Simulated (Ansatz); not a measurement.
Reaction (homolysis of the Al–Si bond): `C[CH2][Al]([SiH3])[Cl]` → `C[CH2][Al][Cl]`• + `[SiH3]`•

Gas-phase electronic energies from Ansatz, PBE0-D4/def2-TZVP geometries. CBS: MP2 limit from def2 TZ/QZ plus the TZ coupled-cluster correction, frozen cores. This one scheme is used for every species. DFT in def2-TZVPP. Open shells (•) are unrestricted, without spin–orbit coupling. Each species was taken in one conformer, which may not be the lowest.

`C[CH2][Al]([SiH3])[Cl]`:

Z-matrix (Å, degrees):
```
C
C 1 1.528
H 1 1.094 2 111.8
H 1 1.094 2 111.9 3 -120.1
H 1 1.093 2 111.8 3 119.6
Al 2 1.952 1 115.4 3 -60.0
H 2 1.098 1 110.7 3 177.8
H 2 1.097 1 110.8 3 62.3
Cl 6 2.112 2 117.5 1 177.4
Si 6 2.452 2 126.3 1 -1.6
H 10 1.491 6 112.0 2 -22.7
H 10 1.489 6 111.7 2 -144.2
H 10 1.492 6 110.0 2 96.4
```

`C[CH2][Al][Cl]`•:

```xyz
9

C     0.053   -0.914    0.294
C     0.712    0.365   -0.212
Al   -0.539    1.850   -0.603
Cl   -2.587    1.515   -0.148
H    -0.653   -1.321   -0.433
H     0.796   -1.690    0.500
H    -0.508   -0.743    1.216
H     1.437    0.754    0.513
H     1.288    0.184   -1.127
```

`[SiH3]`•:

```xyz
4

Si   -0.049    0.332    0.039
H     1.238    0.151   -0.680
H    -1.188   -0.203   -0.752
H    -0.001   -0.280    1.393
```

```
             level  ΔE (kcal/mol)
           PBE0-D4           68.8
            B2PLYP           67.7
            r2SCAN           65.5
SCS-MP2/def2-TZVPP           70.5
CCSD(T)/def2-TZVPP           70.4
    MP2/def2-QZVPP           70.8
SCS-MP2/def2-QZVPP           72.0
      HF/CBS(def2)           50.1
```

Problem. What does CCSD(T)/CBS give? (Best estimate.)

Solution. The calculation gave: +72.7 kcal/mol. The listed levels differ from it by -3.9, -5.0, -7.2, -2.2, -2.3, -1.9, -0.7, -22.6 kcal/mol.

Largest T1 diagnostic among the species: 0.015.

The D4 term adds +2.0 kcal/mol with B3LYP and +1.3 kcal/mol with PBE0; it sums over pairs of atoms, weighted by their polarisabilities, and B3LYP, whose exchange is more repulsive, gets the larger term. From PBE to PBE0 (25 % exact exchange), in def2-TZVPP and without D4, ΔE moves by +1.0 kcal/mol.

B3LYP here is the variant with VWN-RPA as its local correlation; programs differ in this.
